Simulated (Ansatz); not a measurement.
Stepwise reaction of `[Cl][Ge]([Cl])([Cl])[Br]` with hydrogen, as a gas-phase model of exchange steps in deposition or etching. ΔE in kJ/mol; ΔG adds harmonic PBE0-D4 terms to CCSD(T)/CBS, at 1 bar.

Calculated with Ansatz (gas phase, PBE0-D4/def2-TZVP geometries, no zero-point term in ΔE). CCSD(T)/CBS adds triple-zeta CCSD(T) − MP2 to the extrapolated MP2 energy (def2 sets, frozen cores). This one scheme is used for every species. Functionals use def2-TZVPP. B3LYP here is the variant with VWN-RPA as its local correlation; programs differ in this. For Br, Ge outer-core shells are correlated without core-valence functions, which leaves a few kJ/mol of doubt a bond. Scalar relativity is left out up to krypton.

```tsv
step	reaction	PBE-D4	B3LYP-D4	ωB97M-V	CCSD(T)/CBS	ΔG(500 K)
1	`[Cl][Ge]([Cl])([Cl])[Br]` + H₂ → `[Cl][GeH]([Cl])[Br]` + HCl	46.4	46.0	43.8	42.0	30.6
2	`[Cl][GeH]([Cl])[Br]` + H₂ → `[Cl][GeH2][Br]` + HCl	53.4	52.4	50.4	49.2	42.8
3	`[Cl][GeH2][Br]` + H₂ → `[GeH3][Br]` + HCl	54.0	53.5	51.8	50.9	49.2
```

Task: By hand: ΔE of the 3 steps together at CCSD(T)/CBS.

Result: (42.0) + (49.2) + (50.9) = 142.1 kJ/mol, or 47.4 kJ/mol a step.

In ΔE step 1 is the lowest and step 3 the highest. All are uphill at CCSD(T)/CBS. ΔG lies between 30.6 and 49.2 kJ/mol a step. PBE-D4 differs from CCSD(T)/CBS by 3.1 to 4.4 kJ/mol a step. Isolated molecules leave out the surface, adducts and barriers. Largest T1 diagnostic: 0.009.
